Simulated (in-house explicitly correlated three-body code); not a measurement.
Computed with an exponentially correlated three-body code. Model: two electrons around a point charge, non-relativistic, variational in 260 exponentially correlated functions (energies converged to about 1e-7 hartree, or 1e-8 relative for large Z).

Command:
```bash
python run_hyl.py task.json out
```
Settings (lengths in bohr, energies in hartree):
```
Z                      20
screening              0.04
interaction_strength   1
functions              260
states_tried           13
```

Time taken, with all properties: 34 s on 1 thread of Intel(R) Xeon(R) 6975P-C (Granite Rapids), on a shared host.

**Those bound S and P states to n = 4 that converged, binding against the one-electron ion.**

Given: nuclear charge 20; Yukawa screening of all interactions 0.04 1/bohr.

Computed: one-electron threshold -199.201198 hartree.

| term | energy (hartree) | binding (eV) |
| --- | --- | --- |
| 1 1S | -386.099587 | 5085.8 |
| 2 3S | ? | ? |
| 2 3P | -244.004423 | 1219.2 |
| 2 1S | -243.923487 | 1217 |
| 2 1P | ? | ? |
| 3 3S | -218.831979 | 534.18 |
| 3 3P | -218.629408 | 528.67 |
| 3 1S | -218.618115 | 528.36 |
| 3 1P | -218.466941 | 524.25 |
| 4 3S | -209.875316 | 290.46 |
| 4 3P | -209.791459 | 288.18 |
| 4 1S | -209.78871 | 288.1 |
| 4 1P | -209.725096 | 286.37 |

(1) What belongs in the row 2 3S?

(2) What belongs in the row 2 1P?

**Converged states only, values per electron or pair (inverse distances are <exp(-kr)/r>).**

```
term  mean r (bohr)  mean r squared (bohr²)  mean inverse r (1/bohr)  mean r12 (bohr)  mean inverse r12 (1/bohr)  mean cosine  mean p1 dot p2 (bohr⁻²)  delta r1 (bohr⁻³)  delta r12 (bohr⁻³)
1 1S       0.076436               0.0078089                   19.648            0.112                     12.146   -0.0066547                   2.5489             2462.6              288.57
2 3S        0.19178                0.059247                   12.366          0.32138                     3.6231   -0.0023071                  0.20218             1419.1                   -
2 3P        0.16766                0.044424                   12.347          0.27871                      4.326    -0.075586                  -28.376             1268.2                   -
2 1S        0.19417                0.061022                   12.344          0.32203                     4.3689   -0.0038065                  0.22863             1415.1              53.915
2 1P              ?                       ?                        ?                ?                          ?            ?                        ?                  ?                   ?
3 3S        0.38739                 0.28179                   11.024          0.70521                     1.7696  -0.00079185                 0.060219             1315.9                   -
3 3P        0.36442                 0.25001                   11.019          0.66048                     1.9617    -0.017598                  -6.4844               1272                   -
3 1S        0.39085                 0.28742                   11.018          0.71118                     1.9668   -0.0012189                 0.074092             1315.1               15.58
3 1P        0.36714                 0.25414                   11.014          0.66329                     2.1056     0.015138                   6.6226             1273.3              5.1831
4 3S              ?                       ?                        ?                ?                          ?            ?                        ?                  ?                   -
4 3P        0.64038                 0.82825                   10.555           1.2092                      1.102   -0.0068641                  -2.5117             1272.7                   -
4 1S        0.66681                 0.89489                   10.555           1.2613                     1.1031  -0.00052608                 0.032194             1290.8               6.502
4 1P        0.64397                 0.83816                   10.553           1.2154                     1.1612    0.0058844                   2.5936             1273.2              2.2274
```

(3) What belongs in the row 2 1P?

(4) What belongs in the row 4 3S?

**Electric-dipole lines between converged S and P states, rate of the upper state's decay.**

```
s state  p state  p minus s (eV)  oscillator strength from s  rate (1/s)
   1 1S     2 1P            3883                     0.77813  1.6969e+14
   1 1S     3 1P          4561.5                     0.15422  4.6413e+13
   1 1S     4 1P          4799.4                    0.057137  1.9036e+13
   2 1S     2 1P          14.149                    0.025973  7.5206e+07
   2 1S     3 1P          692.71                     0.41086  2.8516e+12
   2 1S     4 1P          930.59                    0.099219  1.2428e+12
   3 1S     2 1P         -674.45                   -0.046797  9.2369e+11
   3 1S     3 1P          4.1137                    0.045329  1.1095e+07
   3 1S     4 1P          241.99                     0.45356  3.8417e+11
   4 1S     2 1P         -914.71                    -0.01035  3.7574e+11
   4 1S     3 1P         -236.15                    -0.10842  2.6236e+11
   4 1S     4 1P               ?                           ?           ?
   2 3S     2 3P          19.878                    0.035543  2.0314e+08
   2 3S     3 3P          710.37                     0.40069  2.9246e+12
   2 3S     4 3P          950.86                    0.097606  1.2764e+12
   3 3S     2 3P         -684.98                   -0.047329  9.6358e+11
   3 3S     3 3P          5.5122                    0.059752   2.626e+07
   3 3S     4 3P               ?                           ?           ?
   4 3S     2 3P          -928.7                   -0.010351  3.8737e+11
   4 3S     3 3P         -238.21                    -0.11093  2.7314e+11
   4 3S     4 3P          2.2819                    0.082843  6.2391e+06
```

(5) What belongs in the row 4 1S 4 1P?

(6) What belongs in the row 3 3S 4 3P?

**Static dipole response.**

```
state  polarisability (bohr³)
 1 1S              6.0523e-05
 2 1S                0.096948
 2 3S                0.067428
```

## Answers

(1) energy (hartree): -244.734944; binding (eV): 1239.

(2) energy (hartree): -243.403522; binding (eV): 1202.8.

(3) mean r (bohr): 0.16959; mean r squared (bohr²): 0.045622; mean inverse r (1/bohr): 12.33; mean r12 (bohr): 0.27008; mean inverse r12 (1/bohr): 4.8473; mean cosine: 0.065152; mean p1 dot p2 (bohr⁻²): 27.951; delta r1 (bohr⁻³): 1274.4; delta r12 (bohr⁻³): 16.34.

(4) mean r (bohr): 0.66221; mean r squared (bohr²): 0.88176; mean inverse r (1/bohr): 10.557; mean r12 (bohr): 1.2524; mean inverse r12 (1/bohr): 1.0233; mean cosine: -0.00034771; mean p1 dot p2 (bohr⁻²): 0.025392; delta r1 (bohr⁻³): 1291.1.

(5) p minus s (eV): 1.731; oscillator strength from s: 0.063609; rate (1/s): 2.7569e+06.

(6) p minus s (eV): 246.01; oscillator strength from s: 0.44259; rate (1/s): 3.8741e+11.
